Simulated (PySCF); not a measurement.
Geometry:
| atom | x (Å) | y (Å) | z (Å) |
| --- | --- | --- | --- |
| N1 | 2.598 | -2.139 | 0.182 |
| C2 | 1.730 | -1.392 | 0.178 |
| C3 | 0.637 | -0.461 | 0.157 |
| C4 | 0.543 | 0.329 | 1.449 |
| F5 | -0.506 | 1.201 | 1.446 |
| N6 | -0.082 | -0.397 | -0.861 |
| Si7 | -1.454 | 0.457 | -1.456 |
| H8 | 0.404 | -0.355 | 2.296 |
| H9 | 1.460 | 0.911 | 1.598 |
| H10 | -2.096 | 1.476 | -0.630 |
| H11 | -0.881 | 1.036 | -2.669 |
| H12 | -2.353 | -0.665 | -1.715 |

PySCF 2.14.0 with density-fitted response routines calculation with GFN2-xTB structure and NMR shieldings at PBE0/pcSseg-1/GIAO; isolated molecule, averaged over atoms made equivalent by symmetry, fast rotation or ring inversion, no relativistic terms, one conformer.

Shifts are taken against calculated references (same method and geometry level): ¹³C and ¹H and ²⁹Si vs TMS; NH3 for ¹⁵N; ¹⁹F against CFCl3.

```json
{"atoms": "H10/H11/H12", "nucleus": "¹H", "count": "3", "δ (ppm)": "5.35"}
{"atoms": "F5", "nucleus": "¹⁹F", "count": "1", "δ (ppm)": "-249.4"}
{"atoms": "Si7", "nucleus": "²⁹Si", "count": "1", "δ (ppm)": "-60.0"}
{"atoms": "C3", "nucleus": "¹³C", "count": "1", "δ (ppm)": "152.0"}
{"atoms": "H8/H9", "nucleus": "¹H", "count": "2", "δ (ppm)": "?"}
{"atoms": "C4", "nucleus": "¹³C", "count": "1", "δ (ppm)": "?"}
{"atoms": "C2", "nucleus": "¹³C", "count": "1", "δ (ppm)": "117.2"}
{"atoms": "N1", "nucleus": "¹⁵N", "count": "1", "δ (ppm)": "?"}
{"atoms": "N6", "nucleus": "¹⁵N", "count": "1", "δ (ppm)": "418.4"}
```

Fill in the missing shifts.

Answers


- C4: 93.1 ppm, sp3 CH2 bonded to F; deshielded by the electronegative neighbour
- H8/H9: 5.45 ppm, hydrogen on an sp3 CH2 bonded to F; its carbon carries F, an electronegative neighbour
- N1: 308.3 ppm, nitrile nitrogen

Shifts are as computed. Against solution values, carbons near 30 ppm lie about +3 ppm off and those near 130 ppm about +5 ppm. Of 1211 compounds with measured shifts, 218 miss one by over three times the rms of a fit or turn the order of signals round; such compounds aren't used in these exercises. Unscaled 19F shifts against computed CFCl3 carry errors that often reach 10 to 50 ppm. Experimental scales use liquid or dissolved standards, which lie at an offset from isolated NH3 (liquid NH3: subtract about 20 ppm). Unscaled 15N shifts of sp2 nitrogen come out 20 to 40 ppm too high even then.
